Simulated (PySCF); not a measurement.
# Solvent effects on NMR parameters

Atom-mapped SMILES (the numbers label the heavy atoms): `[CH3:1][Si:2]([Cl:3])([Cl:4])[Cl:5]` (H(Xn): hydrogen on atom n).

GIAO PBE0/pcSseg-1 in PySCF on one PBE0-D3(BJ)/def2-SVP conformer, non-relativistic, equivalent nuclei averaged. Solvents enter as an IEF-PCM continuum (chloroform with ε = 4.7, dichloromethane with ε = 8.9, methanol with ε = 32.6) around the gas-phase geometry. Shifts are referred to TMS computed in the same medium.

Gas phase, δ in ppm: C1 11.6, Si2 42.8, H(C1) 0.87. Dipole moment 2.34 D.

Q: How does each δ change in the continuum?

A: 
```
atoms                               environment  Δδ, chloroform  Δδ, dichloromethane  Δδ, methanol
   C1                methyl carbon bonded to Si            +0.8                 +1.0          +1.1
  Si2                 silicon bonded to C, 3 Cl            +1.4                 +1.6          +1.8
H(C1)  hydrogen on a methyl carbon bonded to Si           +0.19                +0.23         +0.26
```

Changes are relative to the gas phase. The dipole moment becomes 2.75 D in chloroform, 2.84 D in dichloromethane, 2.92 D in methanol.

Q: Which nuclei move most (in ppm), and what does the model miss?

A: Si2 (silicon bonded to C, 3 Cl, +1.8 ppm) in methanol. A continuum only polarises the solute; specific hydrogen bonds, the anisotropy of aromatic solvents and changes of geometry or conformer are outside it.
